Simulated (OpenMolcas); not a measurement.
**N II: RASPT2 settings compared**

```yaml
Program: OpenMolcas 26.06
Basis: ANO-L-VQZP [5s4p3d2f]
Scalar_Hamiltonian: non-relativistic, point nucleus
Active_space: 4 electrons in 9 orbitals (RAS2 2s 2p; RAS3 3d, at most 2 electrons)
State_averaging: 2S+1 = 3 even, 3 roots; 2S+1 = 1 even, 6 roots kept (CI in the orbitals of an earlier block); 2S+1 = 5 odd, 1 root; 2S+1 = 3 odd, 9 roots kept (CI in the orbitals of an earlier block); 2S+1 = 1 odd, 5 roots kept (CI in the orbitals of an earlier block)
Spin-orbit_coupling: state interaction with AMFI integrals over the reference wave functions, term energies averaged over their components
```

Methods on the same reference wave functions:
A. RASSCF
B. SS-RASPT2, IPEA 0.4 Eh, sigma2 regulariser 0.3 Eh (closed shells correlated: 1s)
C. XMS-RASPT2, IPEA 0.1 Eh, real shift 0.2 Eh (closed shells correlated: 1s)

Energies in cm⁻¹ above 2s² 2p² ³P₀, the measured ground level; measured values from NIST Handbook of Basic Atomic Spectroscopic Data.

```json
{"Level": "2s² 2p² ³P₀", "A": "0.0", "B": "0.0", "C": "0.0", "Measured": "0.0"}
{"Level": "2s² 2p² ³P₁", "A": "44.9", "B": "45.0", "C": "45.0", "Measured": "48.7"}
{"Level": "2s² 2p² ³P₂", "A": "134", "B": "134", "C": "134", "Measured": "131"}
{"Level": "2s² 2p² ¹D₂", "A": "17771", "B": "15850", "C": "15730", "Measured": "15316"}
{"Level": "2s² 2p² ¹S₀", "A": "37596", "B": "33130", "C": "33130", "Measured": "32689"}
{"Level": "2s 2p³ ⁵S°₂", "A": "43241", "B": "45170", "C": "45250", "Measured": "46785"}
{"Level": "2s 2p³ ³D°₁", "A": "95350", "B": "92350", "C": "92350", "Measured": "92251"}
{"Level": "2s 2p³ ³D°₂", "A": "95351", "B": "92350", "C": "92350", "Measured": "92250"}
{"Level": "2s 2p³ ³D°₃", "A": "95352", "B": "92350", "C": "92350", "Measured": "92236"}
{"Level": "2s 2p³ ³P°₀", "A": "115721", "B": "110550", "C": "109680", "Measured": "109223"}
{"Level": "2s 2p³ ³P°₁", "A": "115721", "B": "110550", "C": "109680", "Measured": "109216"}
{"Level": "2s 2p³ ³P°₂", "A": "115722", "B": "110550", "C": "109680", "Measured": "109217"}
```

Deviations, from unrounded energies. A percentage is the sum of absolute deviations over the sum of measured energies, with the sign that they share, or ± where signs differ.

```csv
Against measurement,Levels,A,B,C
mean absolute deviation (cm-1),11,3600,630,370
fine structure of the ground term (%),2,±3.7,±3.7,±3.7
other terms of the ground configuration (%),2,+15.3,+2.0,+1.8
other configurations (%),7,±5.0,±0.9,±0.5
```

C lies closest to measurement on these levels and A furthest from it. The largest miss of C in the table is 2s 2p³ ⁵S°₂, by -1500 cm-1. The ranking rests on the paired levels alone, and a cruder setting can come out closer through cancelling errors.

Between B and C the level of the table that moves most is 2s 2p³ ³P°₀, by 870 cm-1 (lowest in C, highest in B). Moves below CASPT2's spread within the term are not significant.

From A to B the spin-free energies of the other terms of 2s² 2p² shown, above ³P, scale by factors of 0.88 to 0.89.

The lowest spin-free term lies below A's lowest term by 0.035 hartree in B, 0.036 hartree in C.

Term energies are means over components that CASPT2 splits; among the terms shown or strongly mixed into the levels shown the widest spread is 25 cm-1 (2s² 2p² ¹D, B). Terms from blocks run as CI alone lack orbitals of their own. Active for correlation alone: 3d; no level in the range computed is led by a configuration that fills it, so any true level of that kind is missing. Without dynamic correlation excited terms often stand tens of per cent too high (terms of higher spin than the ground term too low), and those without a measured partner can miss by more than the paired ones (holds for A). Computed and measured levels are paired by configuration, term and J; levels that our copy of the source lacks, or whose pairing is in doubt (as where it misses far off the trend of its configuration), stay unpaired and out of the deviations. Only configurations of the active space appear. Levels that lie high or do not pair safely by name in every column are left out.

° marks odd parity.
